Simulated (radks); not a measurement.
Question: The thulium ion Tm11+ is in [Kr] 4d10 4f8 5s2 5p2. All-electron calculation, scalar-relativistic Kohn-Sham, PBEsol, spin-polarised, spherical densities, finite nucleus; Fermi nuclear charge, rms radius of each element as measured or else 0.836 A^(1/3) + 0.57 fm. Program: a radial shooting solver on a logarithmic mesh with Libxc functionals. Open shells are filled with parallel spins first. One electron is removed from 5p, 4d, 4f, 5s in turn, with full relaxation. Which removal costs least, and what does each cost?

Answer: 5p 213.74 eV; 4f 228.90 eV; 5s 243.71 eV; 4d 404.44 eV. The 5p electron leaves first.
